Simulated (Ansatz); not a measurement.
The same path of C$_{3}$H$_{8}$O$_{2}$SSi (15 atoms, charge 0, multiplicity 1) was run twice with different band settings. The coordinate that changes most is the dihedral H9–C1–C2–S6.

The calculation used RKS PBE/STO-3G (Ansatz 0.2.0).

Relaxed end points:

```xyz
15
Properties=species:S:1:pos:R:3
C -0.064 -1.912 -0.779
C 0.183 -0.428 -0.375
O -1.037 0.382 -0.236
C 1.070 0.430 -1.338
O 0.557 1.562 -1.673
S 1.120 -0.158 1.214
Si -0.507 1.148 1.848
H -0.621 -1.962 -1.735
H 0.901 -2.440 -0.901
H -0.652 -2.428 0.003
H -0.694 1.181 -0.901
H 2.102 0.096 -1.622
H -1.782 0.525 2.180
H -0.638 2.442 1.186
H 0.040 1.512 3.158
```

```xyz
15
Properties=species:S:1:pos:R:3
C -0.010 -1.932 -0.736
C 0.232 -0.450 -0.320
O -0.942 0.426 -0.456
C 1.349 0.331 -1.087
O 0.983 1.478 -1.544
S 0.833 -0.176 1.424
Si -0.813 1.232 1.674
H -0.778 -2.391 -0.085
H -0.357 -1.983 -1.786
H 0.928 -2.513 -0.642
H -0.421 1.185 -1.049
H 2.398 -0.063 -1.139
H -2.162 0.684 1.745
H -0.732 2.509 0.971
H -0.531 1.612 3.061
```

Common settings: spring 5.0 eV/Å²; optimiser quadratic models (default); start path IDPP; force threshold 0.05 eV/Å; end points relaxed.

| run | movable images | climbing image | iteration limit |
| --- | --- | --- | --- |
| 1 | 7 | yes | 34 |
| 2 | 8 | no | 32 |

Task: What does each run give, and how far can it be trusted?

Result: Run 1: converged after 5 iterations, highest image 0.082 eV above the first end. A vibrational analysis at the climbing image gives one clearly imaginary mode, 173i cm⁻¹: a first-order saddle point.
Run 2: converged after 5 iterations, highest image 0.081 eV above the first end. No image climbed, so the highest image needn't sit at the top of the path.
Limits of this set-up: minimal basis.
